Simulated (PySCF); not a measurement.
**Nb²⁺ (niobium, charge +2) across methods**

[Kr] 4d2 5p1, one real determinant (an excited configuration). All numbers are calculated (PySCF 2.14, the spin-free X2C one-electron Hamiltonian (Gaussian nucleus), in ANO-RCC-VTZP).

| method | E (hartree) | mean ε 4p β (eV) | mean ε 4d α (eV) | mean ε 5p α (eV) | Σ⟨r²⟩ (bohr²) | ⟨S²⟩ |
| --- | --- | --- | --- | --- | --- | --- |
| B3LYP | -3818.21 | -57.495 | -25.107 | -15.027 | 39.98 | 3.751 |
| M06-2X | -3818.42 | -60.247 | -26.663 | -15.982 | 39.76 | 3.751 |
| LDA | -3813.53 | -55.779 | -23.792 | -14.703 | 39.72 | 3.750 |
| UHF | -3816.13236 | -63.738 | -29.717 | -16.342 | 41.14 | 3.755 |
| M06-L | -3818.04 | -56.330 | -23.901 | -14.362 | 39.99 | 3.751 |
| PBE0 | -3817.85 | -57.952 | -25.527 | -15.164 | 40.01 | 3.751 |
| PBE | -3817.77 | -55.567 | -23.893 | -14.624 | 39.85 | 3.751 |
| r2SCAN | -3818.15 | -56.402 | -24.316 | -14.622 | 39.98 | 3.752 |

⟨L²⟩ = 13.91 against 20 for a pure G term, so this real determinant mixes terms.
